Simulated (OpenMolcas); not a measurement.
Sb II: effect of the active space

```json
{
  "Program": "OpenMolcas",
  "Method": "CASSCF or its RAS form",
  "Basis": "ANO-R2",
  "Scalar Hamiltonian": "X2C, finite nucleus",
  "Spin-orbit coupling": "RASSI with atomic mean-field integrals over the reference wave functions, term energies averaged over their components"
}
```

A. 2 electrons in 3 orbitals (5p); 2S+1 = 3 even, 3 roots; 2S+1 = 1 even, 6 roots; cost roughly 2.9 core-seconds
B. 4 electrons in 4 orbitals (5s 5p); 2S+1 = 3 even, 3 roots; 2S+1 = 1 even, 6 roots; 2S+1 = 5 odd, 1 root; 2S+1 = 3 odd, 9 roots; 2S+1 = 1 odd, 8 roots; cost roughly 16 core-seconds
C. 4 electrons in 8 orbitals (5s 5p 6s 6p); 2S+1 = 3 even, 6 roots kept (CI in the orbitals of an earlier block); 2S+1 = 1 even, 6 roots; 2S+1 = 5 odd, 1 root; 2S+1 = 3 odd, 9 roots; 2S+1 = 1 odd, 8 roots; cost of the order of 24 core-seconds
D. 4 electrons in 9 orbitals (RAS2 5s 5p; RAS3 5d, at most 2 electrons); 2S+1 = 3 even, 3 roots; 2S+1 = 1 even, 6 roots; 2S+1 = 5 odd, 1 root; 2S+1 = 3 odd, 9 roots; 2S+1 = 1 odd, 8 roots; cost about 30 core-seconds

Energies in cm⁻¹ above 5s² 5p² ³P₀, the measured ground level; measured values from NIST Handbook of Basic Atomic Spectroscopic Data.

```json
{"Level": "5s² 5p² ³P₀", "A": "0.0", "B": "0.0", "C": "0.0", "D": "0.0", "Measured": "0.0"}
{"Level": "5s² 5p² ³P₁", "A": "2427", "B": "2604", "C": "2508", "D": "2465", "Measured": "3055"}
{"Level": "5s² 5p² ³P₂", "A": "5086", "B": "5236", "C": "4965", "D": "5077", "Measured": "5658"}
{"Level": "5s² 5p² ¹D₂", "A": "14170", "B": "14363", "C": "13238", "D": "13967", "Measured": "12790"}
{"Level": "5s² 5p² ¹S₀", "A": "28299", "B": "23359", "C": "21822", "D": "25945", "Measured": "23906"}
```

Deviations, from unrounded energies. A percentage is the sum of absolute deviations over the sum of measured energies, with the sign that they share, or ± where signs differ.

```csv
Against measurement,Levels,A,B,C,D
mean absolute deviation (cm-1),4,1700,750,940,1100
fine structure of the ground term (%),2,-13.8,-10.0,-14.2,-13.4
other terms of the ground configuration (%),2,+15.7,±5.8,±6.9,+8.8
```

B lies closest to measurement on these levels and A furthest from it. The largest miss of B in the table is 5s² 5p² ¹D₂, by +1600 cm-1. The ranking rests on the paired levels alone, and a cruder setting can come out closer through cancelling errors.

Among A to D the level of the table that moves most is 5s² 5p² ¹S₀, by 6500 cm-1 (lowest in C, highest in A).

With the s shell closed, the reference lacks s² → p² mixing (holds for A). Terms from blocks run as CI alone lack orbitals of their own (holds for C). The run also gave levels led by 5s 5p² 6s, 5s² 5p 6s, which use shells meant for correlation; these and all levels above them are left out (holds for C). Active for correlation alone: 5d; no level in the range computed is led by a configuration that fills it, so any true level of that kind is missing (holds for D). Computed and measured levels are paired by configuration, term and J; levels that our copy of the source lacks, or whose pairing is in doubt (as where it misses far off the trend of its configuration), stay unpaired and out of the deviations. Levels of configurations outside the active space are missing. Levels that lie high or do not pair safely by name in every column are left out.
